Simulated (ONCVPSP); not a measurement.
Li (Z = 3): excitation energies, all-electron against ONCV

| Property | Result |
| --- | --- |
| Element | Li (Z = 3) |
| Generator | ONCVPSP 4.0.1 |
| Type | optimised norm-conserving Vanderbilt (ONCV) |
| Functional | revPBE |
| Relativity | scalar-relativistic |
| Frozen core | none |
| Valence charge | 3 |
| Reference configuration | 1s2 2s0.5 (charge +0.5) |
| Partial waves | 1s+2s: rc 1.00 bohr, ncon 4, nbas 7, qcut 15.2 1/bohr, 2 projectors; p scattering state at 0.17 Ha: rc 0.85 bohr, ncon 4, nbas 7, qcut 10.6 1/bohr, local |
| Local potential | the p channel |
| Core correction | none |

Energies are relative to the spin-unpolarised reference configuration 1s2 2s0.5; without spin polarisation the order of configurations can differ from experiment.

```
valence configuration  charge  ΔE all-electron (eV)  error AE − PS (meV)
              1s2 2s1       0                -2.053                  0.0
              1s2 2s0      +1                 3.274                 +0.1
          1s2 2s0 2p1       0                -0.261                 +0.1
              1s1 2s1      +1                66.497                 +386
```

Levels in the configuration 1s2 2s0:

```tsv
level	all-electron (eV)	pseudo (eV)
1s	-60.511	-60.503
```
